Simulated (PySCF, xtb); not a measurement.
Ti(Br)(SH)3 (BrH3S3Ti), SMILES [SH][Ti]([SH])([SH])[Br], multiplicity 1.

GFN2-xTB (xtb 6.7.1) at its own geometry gives an orbital gap of 1.54 eV and a dipole moment of 2.34 D.

Geometry optimised at PBE0-D3(BJ)/def2-SVP. The spin state was assumed, not searched. The values are those of a single conformer.

Problem. What does PBE/def2-TZVP (PySCF) give? (Estimate from the structure and the level; the computed values follow.)

Solution. gap 2.85 eV (levels -6.84 and -3.98 eV), dipole 0.89 D.
